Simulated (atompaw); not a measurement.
**zinc (Zn): variants of one PAW (atompaw) potential**

Base potential:

```json
{
  "Element": "Zn (Z = 30)",
  "Generator": "atompaw 4.2.0.5",
  "Type": "PAW",
  "Functional": "PBE",
  "Relativity": "scalar-relativistic",
  "Frozen core": "[Ar]",
  "Valence charge": "12",
  "Reference configuration": "3d10 4s1.75 4p0.25",
  "Partial waves": "4s (bound): rc 1.65 bohr; 4s channel at 0.6 Ry: rc 1.65 bohr; 4p (bound): rc 2.60 bohr; 4p channel at 0.65 Ry: rc 2.60 bohr; 3d (bound): rc 1.15 bohr; 3d channel at 0.15 Ry: rc 1.15 bohr",
  "Local potential": "troulliermartins scheme with l = 3 at 0.5 Ry, radius 2.40 bohr",
  "Core correction": "smooth core density matched at 1.95 bohr",
  "Augmentation charge": "sinc compensation charge, radius 2.00 bohr; PAW radius 2.60 bohr; waves and projectors: custom rrkj vanderbiltortho"
}
```

All-electron outer shells of the reference configuration (PBE, scalar-relativistic, ld1.x):

```json
{"shell": "3s", "level (eV)": "-129.85", "outermost node (bohr)": "0.28", "outermost maximum (bohr)": "0.59"}
{"shell": "3p", "level (eV)": "-84.02", "outermost node (bohr)": "0.25", "outermost maximum (bohr)": "0.59"}
{"shell": "3d", "level (eV)": "-10.75", "outermost node (bohr)": "–", "outermost maximum (bohr)": "0.57"}
{"shell": "4s", "level (eV)": "-6.38", "outermost node (bohr)": "0.85", "outermost maximum (bohr)": "2.09"}
{"shell": "4p", "level (eV)": "-1.41", "outermost node (bohr)": "0.92", "outermost maximum (bohr)": "3.04"}
```

Cutoffs, loose and tight: the cutoffs (Ry, on a coarse ladder) from which the occupation-weighted sum of valence levels, in a spherical-Bessel basis at the reference potential, stays within 10 and 1 mRy of its value at 400 Ry. They see the waves, projectors and local potential, not the compensation charge or the core. A dash means not determined.

A true bound ghost makes a file unfit for plane-wave use even where its test errors are small: the radial tests pick states by their node count and pass the ghost by.

```tsv
change	outcome	cutoff, loose	cutoff, tight	bound ghosts
base	generated	110 Ry	180 Ry	s
all radii scaled by about 1.26 (s 2.08, p 3.28, d 1.46 bohr); local potential troulliermartins scheme with l = 3 at 0.5 Ry, radius 3.04 bohr; augmentation sinc compensation charge, radius 2.52 bohr; PAW radius 3.28 bohr; waves and projectors: custom rrkj vanderbiltortho; core correction smooth core density matched at 2.46 bohr	generated	50 Ry	90 Ry	none
local potential bessel scheme, radius 2.40 bohr	generated	110 Ry	180 Ry	none
local potential troulliermartins scheme with l = 3 at 0.5 Ry, radius 1.54 bohr	generated	120 Ry	180 Ry	s
wave 4s (bound): rc 1.65 bohr becomes 4s (bound): rc 1.72 bohr	generated	110 Ry	180 Ry	none
wave 4p (bound): rc 2.60 bohr becomes 4p (bound): rc 2.06 bohr	generated	110 Ry	180 Ry	s
functional PBEsol	generated	110 Ry	180 Ry	s
wave 4p channel at 0.65 Ry: rc 2.60 bohr becomes 4p channel at -0.06 Ry: rc 2.60 bohr	generated	110 Ry	180 Ry	s
reference 3d10 4s1.75 4p0	generated	110 Ry	180 Ry	s
augmentation sinc compensation charge, radius 1.40 bohr; PAW radius 2.60 bohr; waves and projectors: custom rrkj vanderbiltortho	generated	110 Ry	180 Ry	s
augmentation sinc compensation charge, radius 2.00 bohr; PAW radius 2.60 bohr; waves and projectors: custom polynom vanderbiltortho	generated	120 Ry	200 Ry	s
waves 4s (bound); 4s channel at 0.6 Ry; 4p (bound); 4p channel at 0.65 Ry; 3d (bound); 3d channel at 0.15 Ry; augmentation sinc compensation charge, radius 2.00 bohr; PAW radius 2.60 bohr; waves and projectors: bloechl	generated	30 Ry	40 Ry	none
```
